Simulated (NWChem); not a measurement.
System: GeNH$_{3}$, singlet; SMILES [NH2][GeH]

NWChem input:

```
start job
memory heap 200 mb stack 900 mb global 1100 mb
geometry units angstroms noautoz
  Ge    -0.024102     0.413023     0.000000
  H      1.575431     0.496873     0.000000
  N     -0.015558    -1.401232     0.000000
  H      0.805191    -1.997770     0.000000
  H     -0.876757    -1.937998     0.000000
end
basis spherical
  * library def2-svp
end
dft
  xc xpbe96 cpbe96
  iterations 150
  vectors input atomic output neutral.movecs
end
task dft energy
charge 1
dft
  odft
  mult 2
  vectors input atomic output cation.movecs
end
task dft energy
```

Low-valent species are run as closed-shell singlets; no triplet was tried in these runs. All runs use the structure optimised with PBE0/def2-SVP.

Ions are spin-unrestricted doublets at the neutral geometry; other ion states weren't tried.

Q: Predict the main results of this run. (PBE/def2-SVP, vertical spin-unrestricted ions.) Quantities: vertical ionisation energy, ΔSCF (eV); −ε(HOMO) (eV).

A: The vertical ionisation energy, ΔSCF (eV) comes out as 8.82 and the −ε(HOMO) (eV) is 5.35.
